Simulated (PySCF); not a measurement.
Ge2H10OSi2.
Geometry (PBE0-D3(BJ)/def2-SVP, Å), atoms numbered from 1 in this order:
```xyz
15
Ge2H10OSi2 angstrom
Si    -2.353    0.710   -0.297
O     -1.813   -0.706    0.374
Si    -0.528   -1.721    0.652
Ge     1.404   -0.899   -0.482
Ge     1.967    1.315    0.330
H     -2.333    1.799    0.722
H     -1.475    1.099   -1.444
H     -3.746    0.507   -0.785
H     -0.247   -1.768    2.119
H     -0.887   -3.094    0.189
H      1.154   -0.831   -2.003
H      2.602   -1.842   -0.249
H      3.116    1.941   -0.482
H      0.736    2.238    0.230
H      2.389    1.237    1.810
```

Computed with PySCF 2.14.0, density-fitted response routines, TDDFT CAM-B3LYP/def2-SVPD, vertical, gas phase, core orbitals frozen in the response. The CAM-B3LYP/def2-SVPD calculation is non-relativistic and has no spin–orbit coupling, an omission that weighs most on germanium.

Ground-to-excited transition dipoles (e·a0, same axes as the geometry; the sign carries no meaning), for the states with f of 0.002 or more among the lowest 7:

```
state  E (hartree)      μx      μy      μz
   S1       0.2264   0.241   0.459  -0.073
   S2       0.2505  -0.519  -0.792  -0.140
   S3       0.2533   0.655   0.728   0.016
   S4       0.2577  -0.077  -0.137  -0.149
   S5       0.2628  -0.104   0.159   0.247
   S6       0.2670  -0.542  -0.312   0.117
   S7       0.2683   0.518   0.229  -0.153
```

(1) Work out the oscillator strengths.

(2) What angle do the transition dipoles of S2 and S6 make?

(3) How is the summed strength of these states shared among x, y and z?

Results:

(1) f = (2/3) ΔE |μ|² with ΔE in hartree (27.2114 eV).

| state | \|μ\|² (au) | \|μ\| (D) | f |
| --- | --- | --- | --- |
| S1 | 0.275 | 1.33 | 0.041 |
| S2 | 0.917 | 2.43 | 0.153 |
| S3 | 0.960 | 2.49 | 0.162 |
| S4 | 0.047 | 0.55 | 0.008 |
| S5 | 0.097 | 0.79 | 0.017 |
| S6 | 0.405 | 1.62 | 0.072 |
| S7 | 0.345 | 1.49 | 0.062 |

(2) |cos θ| = |μa·μb| / (|μa| |μb|) = 0.84, so θ ≈ 33° (taken between 0 and 90°, since the signs are arbitrary).

(3) (2/3) Σ ΔE μα² gives 0.230 for x, 0.260 for y and 0.025 for z, 0.515 in all.

The vertical ionisation energy (ΔSCF) is 9.52 eV, 2.21 eV above S7.

One conformer stands for the species.

Without π bonds the low states may be Rydberg-like; a valence basis with one diffuse set may place them up to an eV too high.
